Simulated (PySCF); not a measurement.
PBE0 on Fe⁻ (iron, charge -1), [Ar] 3d7 4s2, high-spin 4F determinant. Computed with PySCF 2.14 in aug-cc-pwCVTZ, with the non-relativistic Hamiltonian (point nucleus).

```
cycle= 1 E= -1263.475528817  delta_E= -0.0204  |g|= 0.164  |ddm|= 1.41
cycle= 2 E= -1263.449735295  delta_E= 0.0258  |g|= 0.398  |ddm|= 0.533
cycle= 3 E= -1263.48184075465  delta_E= -0.0321  |g|= 0.0068  |ddm|= 0.285
cycle= 4 E= -1263.4819125718  delta_E= -7.18e-05  |g|= 0.00821  |ddm|= 0.0541
cycle= 5 E= -1263.48194940589  delta_E= -3.68e-05  |g|= 0.00117  |ddm|= 0.0444
cycle= 6 E= -1263.48195540284  delta_E= -6e-06  |g|= 0.000631  |ddm|= 0.0248
cycle= 7 E= -1263.48195580202  delta_E= -3.99e-07  |g|= 6.16e-05  |ddm|= 0.00718
cycle= 8 E= -1263.48195580495  delta_E= -2.93e-09  |g|= 2.54e-05  |ddm|= 0.000404
cycle= 9 E= -1263.48195580516  delta_E= -2.05e-10  |g|= 4.21e-06  |ddm|= 8.44e-05
converged SCF energy = -1263.48195580516  <S^2> = 3.7952542  2S+1 = 4.0225634
```

Highest occupied orbital energy: 1.123 eV; ⟨L²⟩ = 12.03; populations by l: s 8.00, p 12.00, d 7.00, f 0.00.

Can this result be used?

With care. Self-consistency was reached. At PBE0 the highest occupied level has a positive energy, so only the finite basis holds that electron; in a semilocal or global hybrid functional this comes from self-interaction and does not mean that the real anion is unbound.
